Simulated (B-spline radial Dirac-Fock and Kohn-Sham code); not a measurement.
## Photoionisation of aluminum ions at Ga Kα (9251.7 eV)

Method: a relativistic central-field model (Hartree-Slater potential of the initial state, Latter tail, multipole expansion of the photon field, Dirac-Fock thresholds). Computed with an atomic code on a B-spline grid. Cross sections in kb; a dash marks an empty subshell or a threshold above the photon energy.

```tsv
ion	configuration	total	1s	2s	2p3/2	3s	3p3/2
Al	[Ne] 3s2 3p1	1.456	1.35	0.0849	0.00685	0.00615	5.43e-05
Al³⁺	[He] 2s2 2p6	1.453	1.36	0.0857	0.00689	–	–
Al⁸⁺	[He] 2s2 2p1	1.488	1.37	0.117	0.00191	–	–
Al¹¹⁺	1s2	1.421	1.42	–	–	–	–
```
